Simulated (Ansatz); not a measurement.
`O[SiH](O)[Si](F)(F)F` + `O[SiH](F)F` → `O[SiH](O)O[SiH](F)F` + `F[SiH](F)F`  (cleavage of the Si–Si bond)

Computed with Ansatz on PBE0-D4/def2-TZVP structures; ΔE is electronic, products minus reactants. CCSD(T)/CBS is the MP2 limit (def2-TZVPP, def2-QZVPP) plus CCSD(T) − MP2 in def2-TZVPP, frozen cores. This one scheme is used for every species. Functionals use def2-TZVPP. One conformer a species, not always the lowest.

CCSD(T)/CBS gives -40.2 kcal/mol.

**Question.** Another level gave -41.3 kcal/mol. Which?
A. PBE-D4/def2-TZVPP
B. r2SCAN-D4/def2-TZVPP
C. CCSD/def2-TZVPP
D. PBE0-D4/def2-TZVPP

**Answer.** C. CCSD/def2-TZVPP -41.3, r2SCAN-D4 -38.6, PBE0-D4 -35.4, PBE-D4 -32.3 kcal/mol.

Largest T1 diagnostic among the species: 0.012.

From PBE to PBE0 (25 % exact exchange), in def2-TZVPP and without D4, ΔE moves by −3.1 kcal/mol. In def2-TZVPP, CCSD(T) changes the Hartree–Fock value by +4.9 kcal/mol (the triples alone add +0.7 kcal/mol) and MP2 by +3.4 kcal/mol.
